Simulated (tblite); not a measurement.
Species: C3H9ClO2SSi.
Cartesian coordinates in Å at the GFN2-xTB level; atoms count from 1:
```
atom  x, y, z in Å
C1     0.0750   -2.0851    0.0894
C2     0.0974   -0.6163    0.4389
C3    -1.0567    0.2083   -0.0552
Si4   -0.8747    2.0893    0.2922
S5     1.5876    0.0795   -0.3248
O6     1.6399    1.4947   -0.1111
O7     2.7562   -0.6804   -0.0155
Cl8    1.2570   -0.1771   -2.3135
H9     1.0378   -2.5362    0.3213
H10   -0.1269   -2.2170   -0.9721
H11   -0.6989   -2.6004    0.6558
H12    0.2947   -0.4559    1.4998
H13   -1.9706   -0.1634    0.4119
H14   -1.1711    0.0441   -1.1277
H15   -2.2757    2.5033    0.4933
H16   -0.1948    2.2968    1.5663
H17   -0.3832    2.8278   -0.8589
```

All values are computed: GFN2-xTB (tblite) harmonic vibrations without scaling, gas phase. Against measured fundamentals such values can be off by several per cent, at times by over 20. Modes of hydrogen on silicon can be 10 to 20 % off. One conformer, not necessarily the lowest.

Harmonic wavenumbers (cm⁻¹): 32.9, 111.7, 150.0, 158.6, 189.9, 201.8, 257.9, 282.8, 288.7, 324.3, 373.0, 407.6, 426.7, 507.4, 538.1, 573.3, 660.1, 711.5, 738.9, 778.6, 831.7, 863.9, 950.0, 996.1, 1046.3, 1085.7, 1125.4, 1162.9, 1221.5, 1243.0, 1264.1, 1309.4, 1406.3, 1471.1, 1476.4, 1482.0, 2184.7, 2302.3, 2357.2, 2957.0, 2979.3, 2997.9, 3028.4, 3037.2, 3039.9.

A = 1642, B = 1007, C = 915.3 MHz; mass 171.978 u (most abundant isotopes); point group C1, symmetry number 1.

Question: What is the zero-point energy?

Answer: ½Σν̃ = 25767 cm⁻¹ = 308.24 kJ/mol.

Question: What is S at 500 K and 1 bar for an ideal gas of classical rigid rotors and harmonic oscillators?

Answer: Translation 183.80, rotation 130.89, vibration 219.02: S = 533.7 J/(mol K).

Question: And Cp and H(500 K) − H(0)?

Answer: Cp = 238.22 J/(mol K), of which vibrations give 204.96 (their classical limit is 45 R = 374.2); H(500 K) − H(0) = 73.00 kJ/mol without the zero-point energy, 56.37 from vibrations.

Question: Blend soft modes into free rotors: weight 1/[1 + (100 cm⁻¹/ν̃)⁴] for the oscillator and the rest for a rotor with moment μB/(μ + B), μ = h/(8π²ν), B = 10⁻⁴⁴ kg m². What vibrational entropy results?

Answer: 207.18 J/(mol K) in place of 219.02, which changes −T·S at 500 K by +5.92 kJ/mol.

Question: What must be added to the electronic energy to get the Gibbs energy at 500 K and 1 bar?

Answer: ZPE + [H(500 K) − H(0)] − T·S = 308.24 + 73.00 − 266.85 = 114.39 kJ/mol.

Hindered rotation and anharmonicity are outside this model. Other conformers, if any are populated, would add a mixing term that is left out. The structure is chiral; the term R ln 2 for an equal mix with its mirror image is left out.

On one thread, Arm Neoverse V1 (aarch64), no GPU, on a shared host, this took 0.81 s wall. This covers the Hessian and the dipole derivatives.
